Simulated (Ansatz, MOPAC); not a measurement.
Species: C3H6O (charge 0, singlet). SMILES: C[C@H]1CO1
Structure (B3LYP-D3(BJ)/def2-TZVP (Ansatz, a program for electronic structure) minimum search):
```xyz
10

C     -1.5095     0.1353    -0.0295
C     -0.1424    -0.4792    -0.1055
C      1.0242     0.2621    -0.5856
O      0.8383     0.0192     0.8123
H     -2.0569    -0.2511     0.8326
H     -2.0846    -0.1000    -0.9282
H     -1.4388     1.2192     0.0666
H     -0.1200    -1.5621    -0.2107
H      0.9041     1.2970    -0.8935
H      1.8563    -0.2662    -1.0411
```
Charge 0, spin multiplicity 1.

Wanted: vertical ionisation energy to the doublet, in eV. Conventions: each state is the SCF solution reached for its charge and spin; dispersion terms only where a functional's name holds one; UHF or UKS for open shells; 6-31G* and kin with 6d, 5d where marked; non-relativistic; spin-orbit terms left out. Ab initio and DFT rows: single points at B3LYP-D3(BJ) geometries (Ansatz). Semi-empirical rows: differences of heats of formation at the shared geometry for vertical values.

| species | coefficient | E at B3LYP/6-31G* (Ansatz), Eh | E at PBE/def2-TZVPD (Ansatz), Eh | heat of formation at PM3 (MOPAC), kcal/mol |
|---|---|---|---|---|
| charge 1, doublet | +1 | -192.73975 | -192.57679 | 230.49 |
| charge 0, singlet | -1 | -193.10836 | -192.94584 | -15.51 |

 1 Eh = 27.2114 eV and 1 eV = 23.0605 kcal/mol.

Task: Compute it at each level from the table.

Result: 
- B3LYP/6-31G*: the sum of coefficient times E is 0.36861 Eh, or 10.030 eV. Result: 10.03 eV.
- PBE/def2-TZVPD: the sum of coefficient times E is 0.36905 Eh, or 10.042 eV. Result: 10.04 eV.
- PM3: the sum of coefficient times heat of formation is 246.00 kcal/mol, or 10.67 eV.
